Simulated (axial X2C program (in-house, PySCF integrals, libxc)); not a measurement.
Values are calculated unless marked as measured or tabulated.
## W₂: input and output

Program: an in-house relativistic program for diatomic molecules.

The run was started with this input:
```json
{"zs": [74, 74], "q": 0, "bas": ["dyall-cv3z", "dyall-cv3z"], "levels": ["PBE0", "HF", "M06"], "cc": true, "r0": 2.74, "thr": -2.0, "nmax": 110, "npts": 10, "nst": 2, "ntry": 8}
```
```bash
python so2c.py task.json out
```

Keys: zs atomic numbers; q charge; bas basis sets; levels methods; cc coupled cluster on or off; r0 starting distance in Å; thr threshold in hartree for freezing inner shells (an s shell follows its p shell); nmax most natural virtual spinors; npts points on the curve; nst determinants followed; ntry starts of the search. HF also brings MP2.

Output of the M06 step, with spin–orbit coupling, at R = 2.817 Å for the state Ω = 5. It starts from PBE0 orbitals of this distance.

```
two-component X2C + atomic mean field  M06
basis functions 370  fitting functions 1784  grid points 5802
iter        total energy     max residual
   1     -32285.349558372     5.65e-01
   2     -32285.385696277     1.19e-02
   3     -32285.387168955     1.16e-02
   4     -32285.392901758     4.18e-03
   5     -32285.393806791     2.93e-03
   6     -32285.394476607     2.37e-03
   7     -32285.395143042     1.61e-03
   8     -32285.395505077     7.50e-04
   9     -32285.395580818     1.00e-03
  10     -32285.395642440     1.98e-04
  11     -32285.395650570     7.18e-05
  12     -32285.395652816     5.99e-05
  13     -32285.395653746     4.37e-05
  14     -32285.395654208     2.95e-05
  15     -32285.395654390     1.49e-05
  16     -32285.395654415     8.23e-06
  17     -32285.395654423     3.20e-06
  18     -32285.395654424     1.42e-06
converged
one-electron -46327.08267583  Coulomb 13698.99195502  exact exchange -174.62046678  xc functional -483.34435217  nuclear repulsion 1028.67391090  atomic mean-field constant -28.01402555
```
Energies are in hartree; totals compare only within one Hamiltonian and basis.
